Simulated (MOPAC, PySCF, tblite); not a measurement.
Energy landscape of BF4 (anion, charge -1), singlet: flattening of a tetrahedron along the D2d path, bond length relaxed. Scanned: the two opposite F-B-F angles (109.47 = tetrahedral, 180 = square planar). Other coordinates (B-F bond length) were minimised at B3LYP/def2-TZVP.

Cartesian coordinates as functions of the variables (Å; names that start with a are angles):
```
B  0  0  0
F  r*sin(a/2)  0  r*cos(a/2)
F  -r*sin(a/2)  0  r*cos(a/2)
F  0  r*sin(a/2)  -r*cos(a/2)
F  0  -r*sin(a/2)  -r*cos(a/2)
```

Methods: r2SCAN/def2-TZVP, density fitting (PySCF); GFN2-xTB, 300 K electronic temperature (tblite); RMP2/3-21G = PySCF with restricted MP2 (frozen core)/3-21G; PM6, restricted, heats of formation (MOPAC); RKS-B3LYP/6-31G* = restricted B3LYP/6-31G*, spherical d (PySCF 2.14.0); M06-2X/def2-TZVP, density fitting (PySCF).

Energies in kJ/mol, each method relative to its own lowest point.

| a / ° | r2SCAN | GFN2-xTB | RMP2/3-21G | PM6 | RKS-B3LYP/6-31G* | M06-2X |
|---|---|---|---|---|---|---|
| 90 | 117.8 | 93.4 | 130.1 | 69.4 | 120.4 | 120.8 |
| 95 | 60.8 | 47.8 | 67.3 | 33.6 | 62.3 | 62.3 |
| 100 | 24.4 | 19.0 | 27.1 | 12.8 | 25.1 | 25.0 |
| 105 | 5.1 | 3.9 | 5.8 | 2.4 | 5.3 | 5.2 |
| 109.47 | 0.0 | 0.0 | 0.0 | 0.0 | 0.0 | 0.0 |
| 115 | 6.9 | 5.2 | 7.9 | 3.2 | 7.2 | 7.1 |
| 120 | 23.5 | 18.1 | 27.1 | 11.8 | 24.6 | 24.2 |
| 130 | 79.0 | 60.5 | 92.6 | 41.9 | 83.1 | 81.2 |
| 140 | 152.8 | 117.4 | 182.2 | 86.7 | 161.2 | 157.7 |
| 150 | 231.4 | 179.1 | 279.2 | 139.6 | 245.2 | 239.8 |
| 160 | 301.3 | 235.6 | 365.9 | 191.2 | 320.3 | 313.6 |
| 170 | 349.7 | 275.7 | 426.1 | 228.7 | 372.6 | 365.1 |
| 180 | 367.1 | 290.4 | 447.7 | 242.6 | 391.4 | 383.7 |
